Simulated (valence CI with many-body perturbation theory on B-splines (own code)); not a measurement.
The numbers below are computed, except where a source is named.
# Eu22+ in three bases

Method: valence CI with perturbative core correlation (CI+MBPT): five valence electrons over a frozen Dirac-Fock core [Kr], a basis of 7 s, 7 p, 8 d, 6 f, 4 g, 1 h functions for each j, with the one-electron correlation potential Σ1, the two-electron term Σ2, the three-electron term Σ3, Breit, model QED; selected CI, second order for the rest, scaled by the run's own slope (own B-spline code, finite nucleus).

No measured spectrum was set against this ion. As an estimate, terms of the open shell hold to 2 to 4 % of their energy, and close levels can change places. Among the levels kept, up to 580 cm⁻¹ of a level comes from second order outside the variational space, and about a tenth of that is noise between levels of different J, which matters for small intervals. Only levels of the ground parity were solved; by the run's estimate the other parity begins above the list, which can be wrong where configurations are misplaced.

The reference run has the lowest level (4d3/2^4 4d5/2) J=5/2 and an ionisation energy of 709.595 eV. Its largest variational space holds 20332 state functions.

Levels are named by their leading jj configuration (3d3/2^4 stands for four electrons in 3d with j = 3/2), which in mixed levels can hold well under half, so a name can repeat and another be missing. Letters in brackets count levels of one name in rising energy.

Changed runs:
A. basis 6 s, 6 p, 5 d, 5 f, 1 g
B. basis 5 s, 5 p, 4 d, 4 f

Excitation energies of the reference run in cm⁻¹, and shifts in cm⁻¹:

| Level | Reference | A | B |
| --- | --- | --- | --- |
| (4d3/2^3 4d5/2^2) J=5/2 [a] | 39534 | +195 | +795 |
| (4d3/2^3 4d5/2^2) J=7/2 [a] | 64447 | +228 | +1147 |
| (4d3/2^3 4d5/2^2) J=3/2 [a] | 67005 | +225 | +1106 |
| (4d3/2^3 4d5/2^2) J=11/2 | 69422 | +239 | +1081 |
| (4d3/2^3 4d5/2^2) J=9/2 | 75603 | +204 | +1197 |
| (4d3/2^3 4d5/2^2) J=5/2 [b] | 76939 | +179 | +1097 |
| (4d3/2^3 4d5/2^2) J=1/2 | 82154 | +215 | +1172 |
| (4d3/2^3 4d5/2^2) J=7/2 [b] | 93688 | +303 | +1671 |
| (4d3/2^2 4d5/2^3) J=5/2 [a] | 101068 | +294 | +1311 |
| (4d3/2^2 4d5/2^3) J=7/2 [a] | 110621 | +229 | +1383 |
| (4d3/2^2 4d5/2^3) J=11/2 | 113825 | +237 | +1150 |
| (4d3/2^3 4d5/2^2) J=3/2 [b] | 114756 | +381 | +1663 |
| Ionisation energy (eV) | 709.595 | -0.058 | -0.105 |
